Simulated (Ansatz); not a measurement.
Correlation energies of `C[N]=[Mo](=[O])([OH])[OH]` by basis set

Z-matrix (Å, degrees):
```
C
N 1 1.420
H 1 1.096 2 111.5
H 1 1.095 2 110.0 3 -120.8
H 1 1.095 2 110.0 3 120.8
Mo 2 1.724 1 150.2 3 -0.3
O 6 1.886 2 108.5 1 -119.5
O 6 1.681 2 107.8 1 0.1
O 6 1.886 2 108.6 1 119.7
H 7 0.959 6 122.7 2 -8.0
H 9 0.959 6 122.7 2 8.0
```

Charge 0, multiplicity 1. Correlated methods include outer-core shells of Mo, which these sets cover unevenly. Mo: def2 effective core potential. The structure was optimised at the PBE0-D4/def2-TZVP level. It is one conformer, not always the lowest. Frozen core, restricted reference, Ansatz 0.2.0.

```tsv
basis	HF (Eh)	MP2 corr.
def2-SVP	-387.11709	-1.34332
def2-TZVPP	-387.54916	-1.73029
def2-QZVPP	-387.56928	-1.86018
```

**Question.** Estimate the CCSD correlation energy and the (T) correction in each basis where they were run (hartree).

**Answer.** 
```tsv
basis	CCSD corr.	(T)
def2-SVP	-1.28791	-0.06420
def2-TZVPP	-1.65428	-0.09575
```
